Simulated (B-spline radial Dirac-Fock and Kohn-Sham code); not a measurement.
**What relativity does to the binding energies of Sn⁷⁺**

System: Sn⁷⁺ in the configuration [Kr] 4d7.

Both columns are ΔSCF binding energies of the configuration average from a radial finite-basis atomic code: non-relativistic Hartree-Fock with a point nucleus, and Dirac-Fock with a finite nucleus and the Coulomb interaction alone, averaged over the two j levels with weights 2j+1.

| shell | Hartree-Fock (eV) | Dirac-Fock (eV) | shift (eV) | shift (%) |
| --- | --- | --- | --- | --- |
| 1s | 28389.4 | 29423.2 | +1033.75 | +3.64 |
| 2s | 4356.4 | 4609.3 | +252.98 | +5.81 |
| 2p | 4068.0 | 4141.3 | +73.28 | +1.80 |
| 3s | 961.3 | 1014.7 | +53.36 | +5.55 |
| 3p | 841.6 | 858.0 | +16.40 | +1.95 |
| 4s | 252.1 | 263.2 | +11.08 | +4.40 |
| 4p | 208.7 | 211.8 | +3.07 | +1.47 |
| 4d | 138.0 | 136.8 | -1.22 | -0.89 |

Relativity binds 1s, 2s, 2p, 3s, 3p, 4s, 4p more strongly, among those listed most of all 2s in relative terms, and 4d more weakly, because the contracted s and p shells screen the nucleus better.

Values without a named source are computed, but for edge energies of neutral atoms, which are taken from tables.
